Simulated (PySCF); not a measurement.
Relaxation of singlet H₂TaN

Computed with PBE0 in PySCF with Ta def2-TZVP with ECP60, N def2-TZVP, H def2-TZVP; scalar-relativistic core potentials, no spin–orbit coupling; density-fitted integrals. A (50,194) grid was used.

A hand-made trigonal pyramidal start, of Cs symmetry, held to at least that symmetry:

```xyz
4
charge 0 multiplicity 1, angstrom
Ta    0.0544    0.0941   -0.0706
N    -0.7669   -1.3281    0.8026
H     1.6260    0.0940    0.7651
H    -0.7313    1.4553    0.7651
```

Optimiser trace:
```json
{"step": "0", "E − E(last) (kJ/mol)": "71.64", "largest gradient (Eh/bohr)": "0.10488"}
{"step": "1", "E − E(last) (kJ/mol)": "1.36", "largest gradient (Eh/bohr)": "0.00865"}
{"step": "2", "E − E(last) (kJ/mol)": "0.41", "largest gradient (Eh/bohr)": "0.00335"}
{"step": "3", "E − E(last) (kJ/mol)": "0.07", "largest gradient (Eh/bohr)": "0.00152"}
{"step": "4", "E − E(last) (kJ/mol)": "0.02", "largest gradient (Eh/bohr)": "0.00075"}
{"step": "5", "E − E(last) (kJ/mol)": "0.00", "largest gradient (Eh/bohr)": "0.00010"}
{"step": "6", "E − E(last) (kJ/mol)": "0.00", "largest gradient (Eh/bohr)": "0.00006"}
```

It ends at Cs with Ta–H 1.774 Å (×2), Ta–N 1.679 Å; H–Ta–H 104.4°, H–Ta–N 98.4° (×2). A frequency run shows a minimum. Other isomers or separated fragments may lie lower.

With an element this heavy the missing spin–orbit coupling can shift these numbers.

The relaxation took about 50 core-seconds on a shared host.
